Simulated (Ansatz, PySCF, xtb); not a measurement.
Energy difference R1 → P1, each structure at its B3LYP-D3(BJ)/def2-TZVP stationary point, reached from a drawn start; harmonic modes at that level show minima.
R1, CH2O2 (SMILES O=CO) (charge 0, multiplicity 1, Z-matrix in Å and degrees):
```
C
O 1 1.1967
O 1 1.3439 2 125.18
H 3 0.9719 1 107.71 2 0.00
H 1 1.0974 2 125.25 3 -180.00
```
P1, CH2O2 (SMILES O=CO) (charge 0, multiplicity 1):
| atom | x (Å) | y (Å) | z (Å) |
|---|---|---|---|
| C | -0.2219 | -0.0666 | 0.3640 |
| O | -0.2256 | -0.0677 | 1.5539 |
| O | 0.8709 | 0.2613 | -0.3585 |
| H | -1.0970 | -0.3291 | -0.2563 |
| H | 0.6737 | 0.2021 | -1.3030 |

P less R. No zero-point or thermal terms.

Frozen-core correlation throughout.

Programs: Ansatz (Gaussian orbitals); PySCF for the D3/D4 terms; xtb for the GFN methods. Each number belongs to the level named beside it.

```
level                        reaction energy (kcal/mol)
---------------------------  --------------------------
GFN1-xTB                                           7.75
HF/cc-pVDZ                                         5.69
PBE0-D3(BJ)/def2-TZVPP                             4.23
BHLYP/def2-TZVPP                                   4.50
BHLYP-D3(BJ)/def2-TZVPP                            4.52
CAM-B3LYP-D3(BJ)/def2-TZVPP                        4.40
MP2/cc-pVDZ                                           …
CCSD/cc-pVTZ                                          …
CCSD(T)/cc-pVQZ                                       …
```

Fill in the missing entries.


- MP2/cc-pVDZ, reaction energy (kcal/mol): 5.37
- CCSD/cc-pVTZ, reaction energy (kcal/mol): 4.51
- CCSD(T)/cc-pVQZ, reaction energy (kcal/mol): 4.30

Ansatz is a first-principles code.
